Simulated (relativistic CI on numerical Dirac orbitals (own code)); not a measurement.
**Slater and spin-orbit integrals, Ce46+**

These numbers are calculated, not measured: Dirac-Coulomb-Breit CI, separate exchange-only KLI orbitals for each configuration, model QED (radiative potential, 1s self-energy scaled to tabulated hydrogen-like ionisation energies), unscaled Slater integrals (own radial code, finite nucleus).

Slater integrals F^k, G^k are unscaled and averaged over j, outside the closed core [Ne]; ζ comes from projecting the Hamiltonian with its Breit term on Σ l·s of the shell.

- 3s3p: G^1(3s,3p) = 514410, ζ(3p) = 633810 cm⁻¹; <r>(3s) = 0.2481, <r^2>(3s) = 0.07015, <r>(3p) = 0.2402, <r^2>(3p) = 0.06665 (bohr units).
- 3p²: F^2(3p,3p) = 409070, ζ(3p) = 633640 cm⁻¹; <r>(3p) = 0.2404, <r^2>(3p) = 0.06677 (bohr units).
- 3s3d: G^2(3s,3d) = 316510, ζ(3d) = 85569 cm⁻¹; <r>(3s) = 0.2482, <r^2>(3s) = 0.07024, <r>(3d) = 0.2112, <r^2>(3d) = 0.05133 (bohr units).

Averages of the first 10 configurations, taken without configuration mixing, which lowers the lowest level and can move excited configurations by several eV; other configurations of the list can lie among them:

```csv
Configuration,Parity,States,Average energy above the lowest level (eV)
3s²,even,1,4.0
3s3p,odd,12,185.6
3p²,even,15,384.9
3s3d,even,20,392.1
3d²,even,45,789.8
3p3d,odd,60,583.9
3p4s,odd,12,1966.0
3d4s,even,20,2162.7
3s4s,even,4,1773.1
3s4p,odd,12,1853.8
```
